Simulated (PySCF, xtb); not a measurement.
Si(F)2(OMe)(NH2) (CH₅F₂NOSi), SMILES F[Si](N)(F)OC.

GFN2-xTB (xtb) at its own geometry gives an orbital gap of 8.20 eV and a dipole moment of 3.70 D.

Geometry optimised at B3LYP-D3(BJ)/def2-SVP. The structure was generated by enumeration, and PubChem lists no compound with its InChIKey, so it may never have been made. The values are those of a single conformer.

Task: What does PySCF with PBE/def2-TZVP give? (Estimate from the structure and the level; the computed values follow.)

Result: gap 6.45 eV (levels -6.80 and -0.35 eV), dipole 3.11 D.
